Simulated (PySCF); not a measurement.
Electron correlation in N⁺ (nitrogen, charge +1)

[He] 2s2 2p2, high-spin 3P determinant. All numbers are calculated (PySCF 2.14, the spin-free X2C one-electron Hamiltonian (Gaussian nucleus), in x2c-SVPall (3s2p1d, 14 functions)). Frozen: 1s2; 4 electrons correlated.

MP2 pair energies summed by pair of shells (mhartree):

| pair | energy | share (%) |
| --- | --- | --- |
| 2s-2p | -31.69 | 58.4 |
| 2s-2s | -17.18 | 31.7 |
| 2p-2p | -5.39 | 9.9 |

Total MP2 correlation energy: -54.27 mhartree.

Same-spin part -8.76 and opposite-spin part -45.51 mhartree; SCS-MP2 scales them by 1/3 and 6/5 to -57.53 mhartree.

| level | correlation energy (mhartree) |
| --- | --- |
| CCSD | -75.59 |
| (T) | -0.83 |
| CCSD(T) | -76.42 |

Diagnostics: T1 = 0.0055, D1 = 0.0114, largest double amplitude 0.128.

Cost of the coupled-cluster step: 0.07 s of wall time on 1 thread of Neoverse-V2 (shared host), for 4 correlated electrons.

Iterations:

```
CC2 = 0
CCSD nocc = (np.int64(3), np.int64(1)), nmo = (13, 13)
frozen orbitals [[0], [0]]
max_cycle = 100
direct = 0
conv_tol = 1e-08
conv_tol_normt = 1e-06
diis_space = 8
diis_start_cycle = 0
Init t2, MP2 energy = -0.0542656837456894
Init E_corr(UCCSD) = -0.0542656837475925
cycle = 1  E_corr(UCCSD) = -0.0681416353483315  dE = -0.0138759516  norm(t1,t2) = 0.0408422
cycle = 2  E_corr(UCCSD) = -0.0724421046748502  dE = -0.00430046933  norm(t1,t2) = 0.0183041
cycle = 3  E_corr(UCCSD) = -0.0756787523994262  dE = -0.00323664772  norm(t1,t2) = 0.00924229
cycle = 4  E_corr(UCCSD) = -0.0755836491596126  dE = 9.51032398e-05  norm(t1,t2) = 0.000959087
cycle = 5  E_corr(UCCSD) = -0.0755953150445288  dE = -1.16658849e-05  norm(t1,t2) = 0.000143204
cycle = 6  E_corr(UCCSD) = -0.0755905498834818  dE = 4.76516105e-06  norm(t1,t2) = 2.24429e-05
cycle = 7  E_corr(UCCSD) = -0.0755929192411625  dE = -2.36935768e-06  norm(t1,t2) = 6.01274e-06
cycle = 8  E_corr(UCCSD) = -0.0755921816082115  dE = 7.37632951e-07  norm(t1,t2) = 2.24697e-06
cycle = 9  E_corr(UCCSD) = -0.0755921402203162  dE = 4.13878953e-08  norm(t1,t2) = 1.7862e-07
cycle = 10  E_corr(UCCSD) = -0.0755921512905077  dE = -1.10701915e-08  norm(t1,t2) = 3.23452e-08
cycle = 11  E_corr(UCCSD) = -0.0755921494041432  dE = 1.88636451e-09  norm(t1,t2) = 7.51355e-09
UCCSD converged
E(UCCSD) = -53.92545757764941  E_corr = -0.07559214940414319
UCCSD(T) correction = -0.000829594654602823
```
